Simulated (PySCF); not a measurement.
Compound: C4H6N2S.
Numbering: `[CH3:1][c:2]1[n:3][n:4][s:5][c:6]1[CH3:7]` (hydrogens: H8, H9, H10 on C1; H11, H12, H13 on C7)

Structure used (GFN2-xTB), in Å, numbered top down from 1:
```
atom  x, y, z in Å
C1    -1.4255   -0.9474   -0.1068
C2    -0.7389    0.3715   -0.0599
N3    -1.4315    1.5215   -0.1140
N4    -0.7439    2.5699   -0.0673
S5     0.8874    2.2767    0.0513
C6     0.6246    0.5797    0.0378
C7     1.7013   -0.4353    0.1303
H8    -1.1375   -1.4946   -1.0041
H9    -1.1556   -1.5482    0.7606
H10   -2.4995   -0.7889   -0.1163
H11    2.6795    0.0291    0.0426
H12    1.5879   -1.1775   -0.6597
H13    1.6474   -0.9559    1.0875
```

Theory: TDDFT wB97X-D/def2-SVPD, vertical, gas phase, core orbitals frozen in the response in PySCF.

Transition dipole moments from the ground state, in atomic units and in the frame of the coordinates above (overall signs are arbitrary), for the states with f of 0.002 or more among the lowest 6:

| state | E (eV) | μx | μy | μz |
| --- | --- | --- | --- | --- |
| S2 | 5.364 | -0.558 | 0.154 | -0.053 |
| S3 | 5.876 | -0.525 | 0.493 | -0.050 |
| S5 | 6.512 | -0.475 | -0.449 | -0.006 |
| S6 | 6.596 | 0.130 | 0.127 | 0.099 |

Q: Work out the oscillator strengths.

A: f = (2/3) ΔE |μ|² with ΔE in hartree (27.2114 eV).

```csv
state,|μ|² (au),|μ| (D),f
S2,0.338,1.48,0.044
S3,0.521,1.84,0.075
S5,0.428,1.66,0.068
S6,0.043,0.53,0.007
```

Q: Which bond between heavy atoms lies closest to the direction of the S3 transition dipole?

A: C6–C7, at 0° from it; next C2–N3 at 16°.

Q: What angle do the transition dipoles of S3 and S5 make?

A: |cos θ| = |μa·μb| / (|μa| |μb|) = 0.06, so θ ≈ 87° (taken between 0 and 90°, since the signs are arbitrary).

Q: How is the summed strength of these states shared among x, y and z?

A: (2/3) Σ ΔE μα² gives 0.119 for x, 0.073 for y and 0.002 for z, 0.195 in all.

Q: What peak molar absorption coefficient would the strongest computed level give as a lone Gaussian band 0.4 eV wide at half height?

A: ε(max) = 2.175×10⁸ f / FWHM, with the width in cm⁻¹. S3: 2.175×10⁸ × 0.0751 / 3226 ≈ 5100 L mol⁻¹ cm⁻¹.
